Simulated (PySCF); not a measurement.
## An excited-state table with gaps

Species: C3H8OSi.
SMILES: `C1CO[SiH2]C1`

Computed with TDDFT B3LYP/def2-SVPD, vertical, gas phase, core orbitals frozen in the response in PySCF. The structure is a single PBE0-D3(BJ)/def2-SVP conformer in the gas phase; no vibrational or solvent corrections.

Lowest singlets, with some entries withheld (?).

```json
{"state": "S1", "λ (nm)": "?", "f": "?", "main configurations (H = HOMO, L = LUMO)": "?"}
{"state": "S2", "λ (nm)": "?", "f": "?", "main configurations (H = HOMO, L = LUMO)": "?"}
{"state": "S3", "λ (nm)": "165.6", "f": "0.021", "main configurations (H = HOMO, L = LUMO)": "H-1→L (97%)"}
{"state": "S4", "λ (nm)": "161.5", "f": "0.017", "main configurations (H = HOMO, L = LUMO)": "H-1→L+1 (98%)"}
{"state": "S5", "λ (nm)": "158.6", "f": "0.012", "main configurations (H = HOMO, L = LUMO)": "H→L+2 (87%), H→L+3 (10%)"}
{"state": "S6", "λ (nm)": "156.6", "f": "0.0003", "main configurations (H = HOMO, L = LUMO)": "H→L+3 (84%), H→L+2 (10%)"}
{"state": "S7", "λ (nm)": "156.1", "f": "0.038", "main configurations (H = HOMO, L = LUMO)": "H-2→L (95%)"}
{"state": "S8", "λ (nm)": "154.4", "f": "0.024", "main configurations (H = HOMO, L = LUMO)": "H→L+4 (94%)"}
{"state": "S9", "λ (nm)": "152.7", "f": "0.024", "main configurations (H = HOMO, L = LUMO)": "H-2→L+1 (94%)"}
{"state": "S10", "λ (nm)": "149.5", "f": "0.0031", "main configurations (H = HOMO, L = LUMO)": "H→L+5 (75%), H-3→L (10%), H→L+6 (8%)"}
```

Q: Fill in the withheld entries.

A: 
- S1: λ = 186.1 nm; f = 0.0020; H→L (96%)
- S2: λ = 178.4 nm; f = 0.019; H→L+1 (96%)

Q: How far apart are S2 and S6, in eV and cm⁻¹?

A: 7.917 − 6.948 = 0.969 eV, or about 7810 cm⁻¹.

Q: Where do the lowest triplets lie (Tamm–Dancoff)?

A: T1 6.41 eV, H→L (88%); T2 6.81 eV, H→L+1 (87%), H→L (8%); T3 7.10 eV, H-1→L (80%), H-1→L+1 (15%); T4 7.45 eV, H-1→L+1 (76%), H-1→L (16%). E(S1) − E(T1) = +0.25 eV.

Q: What is the vertical ionisation energy by ΔSCF at this level?

A: 9.90 eV; −ε(HOMO) is 7.58 eV.
